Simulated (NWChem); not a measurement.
All runs are NWChem calculations. System: H4PSi, charge 0, spin multiplicity 2, at a geometry optimised with UPBE0/def2-SVP. The structure started from a generated list of species. Its SCF solution wasn't tested for a lower state. Level: G0W0@UPBE0/def2-TZVP, RI basis def2-tzvp-rifit.

Input file:

```
start mol
memory heap 200 mb stack 700 mb global 1700 mb
geometry units angstroms nocenter noautoz noautosym
  Si    -0.988622    -0.348077     0.084877
  P      1.104092     0.485529    -0.114168
  H     -1.190416    -0.943964     1.443296
  H     -1.979404     0.750876    -0.114543
  H     -1.229750    -1.411685    -0.940716
  H      1.678893    -0.805077     0.136212
end
basis spherical
  * library def2-tzvp
end
basis "ri basis" bse spherical
  * library def2-tzvp-rifit
end
dft
  xc pbe0
  odft
  mult 2
  iterations 100
  direct
  tolerances tight
end
task dft energy
gw
  states alpha occ 4 vir 2
  states beta occ 4 vir 2
end
task dft gw
```

NWChem printed:

```
             Northwest Computational Chemistry Package (NWChem) 7.3.0
             --------------------------------------------------------

                                NWChem Input Module
                                -------------------

 Scaling coordinates for geometry "geometry" by  1.889725989
 (inverse scale =  0.529177249)

                             Geometry "geometry" -> ""
                             -------------------------

 Output coordinates in angstroms (scale by  1.889725989 to convert to a.u.)

  No.       Tag          Charge          X              Y              Z
 ---- ---------------- ---------- -------------- -------------- --------------
    1 Si                  14.0000    -0.98862200    -0.34807700     0.08487700
    2 P                   15.0000     1.10409200     0.48552900    -0.11416800
    3 H                    1.0000    -1.19041600    -0.94396400     1.44329600
    4 H                    1.0000    -1.97940400     0.75087600    -0.11454300
    5 H                    1.0000    -1.22975000    -1.41168500    -0.94071600
    6 H                    1.0000     1.67889300    -0.80507700     0.13621200

 Effective nuclear repulsion energy (a.u.)      81.0436011571

            Nuclear Dipole moment (a.u.)
            ----------------------------
        X                 Y               Z
 ---------------- ---------------- ----------------
    -0.0000094486     0.0000132281     0.0000132281


 Summary of "ao basis" -> "" (spherical)
 ------------------------------------------------------------------------------
       Tag                 Description            Shells   Functions and Types
 ---------------- ------------------------------  ------  ---------------------
 *                         def2-tzvp                  on all atoms

 new library libraries.bse/

 Summary of "ri basis" -> "" (spherical)
 ------------------------------------------------------------------------------
       Tag                 Description            Shells   Functions and Types
 ---------------- ------------------------------  ------  ---------------------
 *                      def2-tzvp-rifit               on all atoms

                                 NWChem DFT Module
                                 -----------------

 Summary of "ao basis" -> "ao basis" (spherical)
 ------------------------------------------------------------------------------
       Tag                 Description            Shells   Functions and Types
 ---------------- ------------------------------  ------  ---------------------
 Si                        def2-tzvp                13       37   5s5p2d1f
 P                         def2-tzvp                13       37   5s5p2d1f
 H                         def2-tzvp                 4        6   3s1p

 Summary of "ao basis" -> "ao basis" (spherical)
 ------------------------------------------------------------------------------
       Tag                 Description            Shells   Functions and Types
 ---------------- ------------------------------  ------  ---------------------
 Si                        def2-tzvp                13       37   5s5p2d1f
 P                         def2-tzvp                13       37   5s5p2d1f
 H                         def2-tzvp                 4        6   3s1p

            General Information
            -------------------
          SCF calculation type: DFT
          Wavefunction type:  spin polarized.
          No. of atoms     :     6
          No. of electrons :    33
           Alpha electrons :    17
            Beta electrons :    16
          Charge           :     0
          Spin multiplicity:     2
          Use of symmetry is: off; symmetry adaption is: off
          Maximum number of iterations: 100
          This is a Direct SCF calculation.
          AO basis - number of functions:    98
                     number of shells:    42
          Convergence on energy requested:  1.00D-06
          Convergence on density requested:  1.00D-05
          Convergence on gradient requested:  5.00D-04

              XC Information
              --------------
                         PBE0 Method XC Functional
                     Hartree-Fock (Exact) Exchange  0.250
          PerdewBurkeErnzerhof Exchange Functional  0.750
            Perdew 1991 LDA Correlation Functional  1.000 local
           PerdewBurkeErnz. Correlation Functional  1.000 non-local

             Grid Information
             ----------------
          Grid used for XC integration:  medium
          Radial quadrature: Mura-Knowles
          Angular quadrature: Lebedev.
          Tag              B.-S. Rad. Rad. Pts. Rad. Cut. Ang. Pts.
          ---              ---------- --------- --------- ---------
          Si                  1.10       88          10.0       590
          P                   1.00       88          10.0       590
          H                   0.35       45          11.0       434
          Grid pruning is: on
          Number of quadrature shells:   356
          Spatial weights used:  Erf1

          Convergence Information
          -----------------------
          Convergence aids based upon iterative change in
          total energy or number of iterations.
          Levelshifting, if invoked, occurs when the
          HOMO/LUMO gap drops below (HL_TOL):  1.00D-02
          DIIS, if invoked, will attempt to extrapolate
          using up to (NFOCK): 10 stored Fock matrices.

                    Damping( 0%)  Levelshifting(0.5)       DIIS
                  --------------- ------------------- ---------------
          dE  on:    start            ASAP                start
[...]
              MO Center= -2.9D-01,  1.6D-01, -2.4D-02, r^2= 3.6D+00
   Bfn.  Coefficient  Atom+Function         Bfn.  Coefficient  Atom+Function
  ----- ------------  ---------------      ----- ------------  ---------------
    82     -0.223351  4 H  s                 15      0.214265  1 Si px
    52     -0.211538  2 P  px                94     -0.189636  6 H  s
    53      0.154111  2 P  py                83     -0.142671  4 H  s
    95     -0.138509  6 H  s                 81     -0.135382  4 H  s
    42      0.127788  2 P  s                 41      0.126313  2 P  s

 Vector   16  Occ=1.000000D+00  E=-2.872988D-01
              MO Center=  7.4D-01,  3.5D-01, -8.0D-02, r^2= 3.0D+00
   Bfn.  Coefficient  Atom+Function         Bfn.  Coefficient  Atom+Function
  ----- ------------  ---------------      ----- ------------  ---------------
    53      0.278750  2 P  py                52      0.269131  2 P  px
    42      0.256555  2 P  s                 41      0.241979  2 P  s
    15     -0.206306  1 Si px                56      0.190029  2 P  py
    55      0.173221  2 P  px                40     -0.150438  2 P  s
    50      0.124216  2 P  py                16     -0.116608  1 Si py

 Vector   17  Occ=0.000000D+00  E=-1.233508D-01
              MO Center=  8.7D-01,  3.5D-01, -8.3D-02, r^2= 2.6D+00
   Bfn.  Coefficient  Atom+Function         Bfn.  Coefficient  Atom+Function
  ----- ------------  ---------------      ----- ------------  ---------------
    57      0.437465  2 P  pz                54      0.408929  2 P  pz
    51      0.190171  2 P  pz                45     -0.163357  2 P  pz
    89      0.142158  5 H  s                 77     -0.141298  3 H  s
    20      0.098383  1 Si pz                56      0.087783  2 P  py
    53      0.082087  2 P  py                48     -0.074503  2 P  pz

 Vector   18  Occ=0.000000D+00  E= 1.414332D-02
              MO Center= -2.5D-01, -1.5D-01,  3.5D-02, r^2= 6.3D+00
   Bfn.  Coefficient  Atom+Function         Bfn.  Coefficient  Atom+Function
  ----- ------------  ---------------      ----- ------------  ---------------
     5      1.104421  1 Si s                 18      1.067475  1 Si px
    55      0.989180  2 P  px                42     -0.870380  2 P  s
    95     -0.336254  6 H  s                 15      0.324172  1 Si px
    19      0.307257  1 Si py                52      0.290056  2 P  px
     4      0.207953  1 Si s                  3     -0.150357  1 Si s

 Vector   19  Occ=0.000000D+00  E= 2.198817D-02
              MO Center=  3.2D-01, -1.0D-01,  1.6D-02, r^2= 5.7D+00
   Bfn.  Coefficient  Atom+Function         Bfn.  Coefficient  Atom+Function
  ----- ------------  ---------------      ----- ------------  ---------------
    95      1.158556  6 H  s                 42     -1.036591  2 P  s
     5     -0.698946  1 Si s                 56      0.698135  2 P  py
    18      0.626029  1 Si px                77      0.592882  3 H  s
    89      0.583134  5 H  s                 83      0.409177  4 H  s
    19      0.292398  1 Si py                55     -0.263647  2 P  px

   alpha - beta orbital overlaps
   -----------------------------

   alpha      1      2      3      4      5      6      7      8      9     10
    beta      1      2      3      4      7      5      6      8      9     10
 overlap   1.000  1.000  1.000  1.000  1.000  0.999  0.999  0.999  1.000  0.999

   alpha     11     12     13     14     15     16     17     18     19     20
    beta     11     12     13     14     15     16     17     18     19     20
 overlap   0.991  0.992  0.991  0.992  0.991  0.998  0.985  0.987  0.983  0.999

   alpha     21     22     23     24     25     26     27     28     29     30
    beta     21     22     23     24     25     26     27     28     29     30
 overlap   0.993  0.987  0.975  0.961  0.948  0.874  0.959  0.916  0.985  0.976

   alpha     31     32     33     34     35     36     37     38     39     40
    beta     32     31     33     34     35     36     37     39     38     40
 overlap   0.993  0.975  0.998  0.984  0.979  0.996  0.992  0.997  0.985  0.998

   alpha     41     42     43     44     45     46     47     48     49     50
    beta     41     42     43     44     45     46     47     48     49     50
 overlap   0.993  0.999  0.991  0.997  1.000  0.999  0.999  0.996  0.994  1.000

   alpha     51     52     53     54     55     56     57     58     59     60
    beta     51     52     53     55     54     56     57     58     59     61
 overlap   0.999  1.000  0.998  0.998  0.981  0.983  0.986  0.991  0.963  0.986

   alpha     61     62     63     64     65     66     67     68     69     70
    beta     60     62     63     64     65     66     67     68     69     70
 overlap   0.967  0.988  0.990  0.982  0.991  0.991  0.986  0.989  0.997  0.997

   alpha     71     72     73     74     75     76     77     78     79     80
    beta     71     72     73     74     75     76     77     78     79     80
 overlap   0.998  0.999  0.987  1.000  0.988  1.000  0.996  0.999  0.997  0.994

   alpha     81     82     83     84     85     86     87     88     89     90
    beta     81     82     83     84     85     86     87     88     89     90
 overlap   1.000  1.000  0.999  0.754  0.755  1.000  1.000  1.000  1.000  1.000

   alpha     91     92     93     94     95     96     97     98
    beta     91     92     93     94     95     96     97     98
 overlap   1.000  1.000  1.000  1.000  1.000  1.000  1.000  1.000

     --------------------------
     Expectation value of S2:
     --------------------------
      <S2> =      0.7567 (Exact =     0.7500)

 center of mass
 --------------
 x =   0.11393523 y =   0.08616692 z =  -0.01900057

 moments of inertia (a.u.)
 ------------------
          65.387656205458         -93.134126196565          22.570540557680
         -93.134126196565         279.387227131808           9.807911195874
          22.570540557680           9.807911195874         318.905376719261

     Multipole analysis of the density
     ---------------------------------

     L   x y z        total         alpha         beta         nuclear
     -   - - -        -----         -----         ----         -------
     0   0 0 0     -0.000000    -17.000000    -16.000000     33.000000

     1   1 0 0     -0.067740     -0.950663      0.882933     -0.000009
     1   0 1 0     -0.221583     -0.452699      0.231103      0.000013
     1   0 0 1      0.045598      0.105546     -0.059961      0.000013

     2   2 0 0    -22.191734    -88.033177    -82.838437    148.679880
     2   1 1 0     -1.031253    -24.440369    -22.587859     45.996975
     2   1 0 1      0.211393      5.960139      5.576536    -11.325282
     2   0 2 0    -22.258620    -28.772427    -26.797684     33.311491
     2   0 1 1      0.088378      2.472474      2.883880     -5.267977
     2   0 0 2    -21.917096    -18.883715    -14.803953     11.770572

 Task  times  cpu:        6.9s     wall:        6.9s

                                NWChem Input Module
                                -------------------

                                 NWChem GW Module
                                 ----------------

                             ***********************
                             ***        GW       ***
                             ***********************

 Summary of "ri basis" -> "ri basis" (spherical)
 ------------------------------------------------------------------------------
       Tag                 Description            Shells   Functions and Types
 ---------------- ------------------------------  ------  ---------------------
 Si                     def2-tzvp-rifit             29      113   9s7p6d5f2g
 P                      def2-tzvp-rifit             29      113   9s7p6d5f2g
 H                      def2-tzvp-rifit              7       15   4s2p1d

                 Memory Information
                 ------------------
          Available GA per process is          1699.9 MBs
          Available stack per process is        700.0 MBs
          Available heap per process is           0.0 MBs

          Peak memory in Initialization
              Peak GA per process is                  8.6 MBs
              Peak stack per process is               0.1 MBs
              Peak heap per process is                8.9 MBs
              Memory not in MA per process            0.0 MBs

          Peak memory in AFF Calculation
              Peak GA per process is                 68.8 MBs
              Peak stack per process is              55.2 MBs
              Peak heap per process is                0.0 MBs
              Memory not in MA per process           55.2 MBs

          Computing 2-center integrals
          Computing Inverse Cholesky factor
          Computing 3-center integrals
          Computing V_xc ...

          Computing Sigma_x
          Computing RPA polarizability
          Solving quasiparticle equations

                  Alpha Orbitals
          State     Energy (eV)     Error (eV)
          -----------------------------------
@GW        14        -12.336           0.005
@GW        15        -11.745           0.005
@GW        16        -10.073           0.004
@GW        17         -9.131           0.004
@GW        18          2.180           0.004
@GW        19          2.428           0.004

                   Beta Orbitals
          State     Energy (eV)     Error (eV)
          -----------------------------------
@GW        13        -12.549           0.005
@GW        14        -12.157           0.005
@GW        15        -11.596           0.005
@GW        16         -9.785           0.004
@GW        17         -1.376           0.004
@GW        18          2.317           0.004

   Applying  -1.9053 eV scissor-shift to rest of particle states

   Applying   1.9317 eV scissor-shift to rest of hole states

   Applying  -1.9674 eV scissor-shift to rest of particle states

   Applying   1.9804 eV scissor-shift to rest of hole states

     GW Timing Statistics
   ------------------------
   Init.   :          0.0s
     ERIs  :          0.4s
     Distr.:          0.0s
     Vxc   :          0.9s
   Sigma_x :          0.0s
   RPA     :          2.3s
   Wmn     :          0.0s
   Sigma_c :          0.0s
   GW total:          3.6s

 Task  times  cpu:        3.6s     wall:        3.6s

 Total times  cpu:       10.6s     wall:       10.6s
```
